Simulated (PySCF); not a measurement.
Mo(NMe)(S)(F)(SH) (CH4FMoNS2), SMILES C[N]=[Mo]([F])(=[S])[SH], multiplicity 1. The structure is a stationary point at PBE-D3(BJ)/def2-SVP. The spin state was assumed, not searched. The def2 effective core potentials stand for the cores of Mo; spin–orbit coupling is left out. One conformer was computed; it need not be the lowest.

The numbers are results of PBE-D3(BJ)/def2-SVP (PySCF 2.14.0), not measurements.

Harmonic wavenumbers (cm⁻¹): 88, 93, 106, 126, 150, 182, 263, 326, 333, 405, 543, 610, 656, 678, 1038, 1047, 1309, 1364, 1380, 1386, 2607, 2924, 3013, 3025. Rotational constants (GHz): 1.520, 1.312, 1.147; symmetry number 1.

Work out the zero-point energy and the ideal-gas rigid-rotor harmonic-oscillator thermochemistry at 298.15 K and 1 atm.

ZPE = ½ Σ hcν = ½ × 23651 cm⁻¹ = 33.81 kcal/mol. H − E(el) = 40.19 kcal/mol. Entropy in cal/(mol K): translation 41.92, rotation 29.33, vibration 25.66, total 96.91. G − E(el) = 11.30 kcal/mol. Cp = 31.04 cal/(mol K). Modes under 150 cm⁻¹ make the vibrational entropy uncertain.
